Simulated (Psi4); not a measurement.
Relaxed torsion scan: SMILES O=Cc1ccc(O)s1 (C5H4O2S). Scanned: dihedral S8–C6–O7–H12; all other coordinates were relaxed at GFN2-xTB. Points at φ and −φ are mirror images. Heavy atoms are numbered in the order of the SMILES O=Cc1ccc(O)s1, hydrogens after them in the order of the atoms that carry them; the mirror image has the same energies with the sign of each dihedral reversed.

Computed with: PBE/def2-SVP // GFN2-xTB (Psi4); PBE-D3(BJ)/def2-SVP // GFN2-xTB (Psi4); MP2/cc-pVTZ = DF-MP2 (frozen core)/cc-pVTZ // GFN2-xTB run with Psi4 1.11.

Energies relative to the lowest point of each profile, in kcal/mol; the last columns give the difference from MP2:

| φ / ° | PBE/def2-SVP | PBE-D3(BJ)/def2-SVP | MP2/cc-pVTZ | PBE/def2-SVP − MP2/cc-pVTZ | PBE-D3(BJ)/def2-SVP − MP2/cc-pVTZ |
|---|---|---|---|---|---|
| -150 | 0.8 | 0.8 | 0.5 | 0.3 | 0.3 |
| -120 | 2.5 | 2.5 | 1.5 | 1.0 | 1.0 |
| -90 | 3.2 | 3.2 | 1.8 | 1.4 | 1.4 |
| -60 | 2.1 | 2.1 | 1.3 | 0.9 | 0.9 |
| -30 | 0.8 | 0.8 | 0.6 | 0.1 | 0.1 |
| 0 | 0.2 | 0.2 | 0.4 | -0.2 | -0.2 |
| 30 | 0.8 | 0.8 | 0.6 | 0.1 | 0.1 |
| 60 | 2.1 | 2.1 | 1.3 | 0.9 | 0.9 |
| 90 | 3.2 | 3.2 | 1.8 | 1.4 | 1.4 |
| 120 | 2.5 | 2.5 | 1.5 | 1.0 | 1.0 |
| 150 | 0.8 | 0.8 | 0.5 | 0.3 | 0.3 |
| 180 | 0.0 | 0.0 | 0.0 | 0.0 | 0.0 |

PBE/def2-SVP is furthest from MP2/cc-pVTZ at -90 (1.4 kcal/mol, above); its mean absolute difference over the points is 0.6 kcal/mol.

PBE-D3(BJ)/def2-SVP is furthest from MP2/cc-pVTZ at -90 (1.4 kcal/mol, above); its mean absolute difference over the points is 0.6 kcal/mol.
